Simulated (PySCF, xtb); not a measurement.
Si(H)(PH2)3 (H₇P₃Si), SMILES P[SiH](P)P. The values are those of a single conformer.

Harmonic wavenumbers (cm⁻¹) from GFN2-xTB (xtb 6.7.1) at its own minimum, in rising order: 61, 72, 91, 93, 103, 132, 362, 476, 478, 544, 550, 660, 680, 697, 701, 709, 723, 1133, 1134, 1135, 2131, 2286, 2300, 2304, 2367, 2385, 2389.

### Question
What does PBE0-D3(BJ)/def2-SVP (PySCF) give at its own minimum? (An estimate is asked for; the answer gives what the named calculation found.)

### Answer
109, 110, 131, 141, 149, 156, 374, 476, 484, 554, 568, 609, 693, 715, 740, 790, 817, 1080, 1085, 1086, 2212, 2391, 2398, 2399, 2411, 2414, 2415. Paired by order, the mean absolute difference is 45 cm⁻¹ and the zero-point energies are 38.2 and 39.3 kcal/mol.
